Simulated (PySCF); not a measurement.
Species: C4H6Cl3 (doublet state).
Structure used (GFN2-xTB), in Å, numbered top down from 1:
```
atom  x, y, z in Å
C1    -1.9119   -0.1452   -0.2349
C2    -0.4757   -0.6558   -0.2947
C3     0.4659    0.3586   -0.8073
C4     1.8375    0.4034   -0.4116
Cl5    2.8672    1.3064   -1.5197
Cl6    1.9617    1.3380    1.2584
Cl7    2.5497   -1.1811   -0.0827
H8    -2.5725   -0.9284    0.1276
H9    -1.9809    0.7045    0.4392
H10   -2.2517    0.1652   -1.2197
H11   -0.1467   -0.9988    0.6903
H12   -0.4405   -1.5391   -0.9490
H13    0.0935    1.1729   -1.4065
```

The hyperfine couplings belong to this conformer and change with its torsions.

Identity: `CC[CH]C(Cl)(Cl)Cl` [radical].

Computed, not measured: PySCF, UKS B3LYP, pcH-1 on C Cl H, non-relativistic, mean-field spin-orbit, GIAO. One conformer (not necessarily the lowest) at the GFN2-xTB geometry, without solvent, vibrations or thermal averaging. Couplings are sensitive to structure, and on GFN2-xTB geometries they can be far from those on DFT ones. No stability test was run, so a lower SCF solution isn't excluded.

Q: Match the computed a_iso(13C) values +79.7, -36.2, -28.1, +12.3 MHz with the sites C1; C2; C3; C4.

A: 
```json
{"site": "C1", "a_iso (MHz)": "+12.3", "ρ(0) (bohr⁻³)": "+0.0110", "position": "2 bonds from C3", "distance from C3 (Å)": "2.50", "spin population": "+0.01", "largest |T| (MHz)": "3.1"}
{"site": "C2", "a_iso (MHz)": "-28.1", "ρ(0) (bohr⁻³)": "-0.0250", "position": "1 bond from C3", "distance from C3 (Å)": "1.48", "spin population": "-0.07", "largest |T| (MHz)": "2.7"}
{"site": "C3", "a_iso (MHz)": "+79.7", "ρ(0) (bohr⁻³)": "+0.0710", "position": "largest spin population", "distance from C3 (Å)": "0.00", "spin population": "+0.89", "largest |T| (MHz)": "147.3"}
{"site": "C4", "a_iso (MHz)": "-36.2", "ρ(0) (bohr⁻³)": "-0.0322", "position": "1 bond from C3", "distance from C3 (Å)": "1.43", "spin population": "-0.04", "largest |T| (MHz)": "4.1"}
```

Q: Match the computed a_iso(1H) values +90.1, -58.1, -0.5 MHz (means over equivalent nuclei) with the sites H8/H9/H10; H11/H12; H13.

A: 
```json
{"site": "H8/H9/H10", "a_iso (MHz)": "-0.5", "ρ(0) (bohr⁻³)": "-0.0001", "position": "γ, 3 bonds from C3", "distance from C3 (Å)": "2.98", "bound to": "C1", "spin population there": "+0.01", "largest |T| (MHz)": "4.6"}
{"site": "H11/H12", "a_iso (MHz)": "+90.1", "ρ(0) (bohr⁻³)": "+0.0202", "position": "β, 2 bonds from C3", "distance from C3 (Å)": "2.11", "bound to": "C2", "spin population there": "-0.07", "largest |T| (MHz)": "8.2"}
{"site": "H13", "a_iso (MHz)": "-58.1", "ρ(0) (bohr⁻³)": "-0.0130", "position": "α, 1 bond from C3", "distance from C3 (Å)": "1.08", "bound to": "C3", "spin population there": "+0.89", "largest |T| (MHz)": "35.9"}
```

ρ(0) is the spin density at the nucleus and T the dipolar tensor; a_iso includes a spin–orbit part; entries for several nuclei are means. The largest Mulliken spin populations are on C3 (+0.89), Cl6 (+0.15) and C2 (-0.07). The angles at C3 add up to 359.6°, so it is planar; its axial dipolar tensor and the negative coupling of its proton fit spin in a p orbital normal to that plane.

Class means assume fast exchange of nuclei equivalent by connectivity; if that motion is slow, each nucleus keeps its own coupling. The three 35Cl nuclei of mean +15.0 MHz run from 5.3 to 33.0 MHz in the frozen geometry. The 1H value of +90.1 MHz is a mean of couplings from 49.8 to 130.4 MHz in this one geometry, not an average over conformers.

Hardware: one thread of an Arm Neoverse V2, no GPU, shared host. Cost: 96 s wall (grids of density and orbitals included), 1.0 GiB resident at most.
